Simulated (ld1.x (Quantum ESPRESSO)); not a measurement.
ruthenium (Ru): variants of one TM potential

Base potential:

```json
{
 "Element": "Ru",
 "Generator": "ld1.x (Quantum ESPRESSO) 7.5",
 "Type": "norm-conserving Troullier–Martins (Kleinman–Bylander form)",
 "Functional": "PBE",
 "Relativity": "fully relativistic",
 "Frozen core": "[Kr]",
 "Valence charge": "8",
 "Reference configuration": "4d6 5s2 5p0",
 "Partial waves": "5s (bound): rc 2.30 bohr; 4d (bound): rc 1.80 bohr; 5p (bound, empty): rc 2.80 bohr",
 "Local potential": "the p channel",
 "Core correction": "none"
}
```

Open shells are filled in proportion to 2j + 1 (rel_dist='average').

All-electron outer shells of the reference configuration (PBE, scalar-relativistic, ld1.x):

| shell | level (eV) | outermost node (bohr) | outermost maximum (bohr) |
| --- | --- | --- | --- |
| 4s | -79.70 | 0.48 | 0.91 |
| 4p | -49.60 | 0.49 | 0.98 |
| 4d | -7.67 | 0.48 | 1.20 |
| 5s | -5.19 | 1.23 | 2.63 |
| 5p | -1.36 | 1.39 | 3.59 |

Cutoffs, loose and tight: the cutoffs (Ry, on a coarse ladder) from which the occupation-weighted sum of valence levels, in a spherical-Bessel basis at the reference potential, stays within 10 and 1 mRy of its value at 400 Ry. They do not see the model core or the augmentation charge, which bear on the density cutoff. Test errors are all-electron minus pseudo excitation energies from the reference, over the configurations 4d7 5s1 5p0; 4d7 5s0 5p0; 4d6 5s0 5p0; 4d5 5s0 5p0; 4d7.5 5s0.5 5p0; 4d7 5s0 5p1; 4d4 5s0 5p0. A dash means not determined; rows that change the core or the reference have their own tests.

A true bound ghost makes a file unfit for plane-wave use even where its test errors are small: the radial tests pick states by their node count and pass the ghost by.

```tsv
change	outcome	cutoff, loose	cutoff, tight	bound ghosts	largest test error (meV)
base	generated	50 Ry	60 Ry	none	-594
all radii scaled by about 0.76 (s 1.74, p 2.12, d 1.36 bohr)	generated	60 Ry	110 Ry	none	-669
all radii scaled by about 0.81 (s 1.86, p 2.26, d 1.44 bohr)	generated	55 Ry	90 Ry	s	-739
all radii scaled by about 0.89 (s 2.04, p 2.48, d 1.60 bohr)	generated	50 Ry	70 Ry	s	-692
all radii scaled by about 0.94 (s 2.18, p 2.64, d 1.70 bohr)	generated	50 Ry	60 Ry	none	-633
all radii scaled by about 1.11 (s 2.54, p 3.10, d 2.00 bohr)	generated	45 Ry	50 Ry	none	-552
all radii scaled by about 1.18 (s 2.72, p 3.30, d 2.12 bohr)	generated	45 Ry	50 Ry	none	-552
all radii scaled by about 1.30 (s 2.98, p 3.62, d 2.34 bohr)	generated	40 Ry	45 Ry	none	-599
all radii scaled by about 1.37 (s 3.14, p 3.82, d 2.46 bohr)	generated	40 Ry	45 Ry	none	-645
```

Q: What comes out with this change to the base: all radii scaled by about 1.23 (s 2.84, p 3.44, d 2.22 bohr)?

A: outcome: generated; cutoff, loose: 40 Ry; cutoff, tight: 50 Ry; bound ghosts: none; largest test error (meV): -568.

Reading the sweep of the scale of all radii (base = 1) (base included, trends over the rows without a ghost): The loose cutoff falls from 60 Ry at 0.76 to 40 Ry at 1.37. A larger radius leaves more room for a smooth pseudo-wave, so fewer plane waves are needed; a smaller one forces it to follow the all-electron wave where it bends sharply. The median size of the test errors (rows with all tests solved) is not monotonic: lowest 70.5 meV at 0.76, highest 120.9 meV at 1.11. Bound ghosts are found at 0.81, 0.89.
